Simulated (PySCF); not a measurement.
C2H6In, multiplicity 2. Atoms are numbered in the order given.

```xyz
9

In     0.0000     0.0000     0.3286
C      1.8881    -0.0012    -0.8242
H      1.9605     0.9515    -1.3732
H      2.7680    -0.1150    -0.1775
H      1.8567    -0.8259    -1.5540
C     -1.8881     0.0012    -0.8242
H     -1.8567     0.8259    -1.5540
H     -1.9605    -0.9515    -1.3732
H     -2.7680     0.1150    -0.1775
```
Charge 0, spin multiplicity 2.

Geometry: PBE0-D3(BJ)/def2-SVP. The spin state was assumed, not searched. The isomer is the one that the SMILES or the coordinates give; other isomers of the formula were not compared. The def2 effective core potentials stand for the cores of In; spin–orbit coupling is left out.

All values below come from IEF-PCM-B3LYP/def2-SVP (PySCF).

The values are the electrostatic part of the solvation free energy, E(continuum) − E(gas) at the gas-phase geometry, in a cavity of scaled van der Waals radii (PySCF's table); cavitation and dispersion terms are not included. A continuum can't describe solvent molecules that bind to the metal. The dipole moment in vacuum is 0.30 D.

```json
[
 {"solvent": "water", "ε": "78.36", "ΔG(elec) (kcal/mol)": "-1.7", "dipole (D)": "0.32"},
 {"solvent": "N,N-dimethylformamide", "ε": "37.22", "ΔG(elec) (kcal/mol)": "-1.7", "dipole (D)": "0.32"},
 {"solvent": "2-propanol", "ε": "19.26", "ΔG(elec) (kcal/mol)": "-1.6", "dipole (D)": "0.32"}
]
```
